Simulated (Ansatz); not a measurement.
Cartesian coordinates (Å):
```xyz
5

F     -0.1221    -1.2968    -1.3973
Sn    -0.0038    -0.0379     0.0032
F     -0.1157    -1.0430     1.5962
Cl    -1.7733     1.3803    -0.1132
Cl     2.0149     0.9974    -0.0889
```
Charge 0, spin multiplicity 1.

Calculation: frozen-core CCSD(T)/def2-TZVPP // PBE0-D3(BJ)/def2-TZVP (Ansatz, a quantum-chemistry and plane-wave program).

```yaml
HF energy: -1331.50204 Ha
MP2 correlation energy: -1.18293 Ha
```

Question: Estimate the CCSD correlation energy, the (T) correction, the total energy and the T1 diagnostic.

Answer: 
```yaml
CCSD correlation energy: -1.20117 Ha
"(T) correction": -0.04208 Ha
CCSD(T) total energy: -1332.74529 Ha
T1 diagnostic: 0.013
```
